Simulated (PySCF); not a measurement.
Radial density of B(2+) (boron, charge +2)

TPSSh, [He] 2p1, 2P determinant (an excited configuration). Computed with PySCF 2.14 in dyall-av2z (11s7p2d, 42 functions), with no relativity, point nucleus.

| r (bohr) | 4πr²ρ (e/bohr) | 4πr²(ρα − ρβ) |
| --- | --- | --- |
| 0.00469 | 0.01828 | 0.0000 |
| 0.00789 | 0.05026 | -0.0001 |
| 0.0133 | 0.1344 | -0.0003 |
| 0.0223 | 0.3479 | -0.0007 |
| 0.0376 | 0.8454 | -0.0017 |
| 0.0632 | 1.858 | -0.0036 |
| 0.106 | 3.444 | -0.0051 |
| 0.179 | 4.844 | 0.0024 |
| 0.301 | 4.382 | 0.0501 |
| 0.506 | 2.060 | 0.2048 |
| 0.851 | 0.7247 | 0.4802 |
| 1.43 | 0.5909 | 0.5864 |
| 2.41 | 0.2113 | 0.2113 |
| 4.05 | 0.01160 | 0.0116 |

**Question.** Where is the radial spin density 4πr²(ρα − ρβ) most negative, and why is it negative at all?

**Answer.** Around r = 0.106 bohr, down to -0.0051 e/bohr: exchange with the open shell polarises the paired shells in an unrestricted calculation.
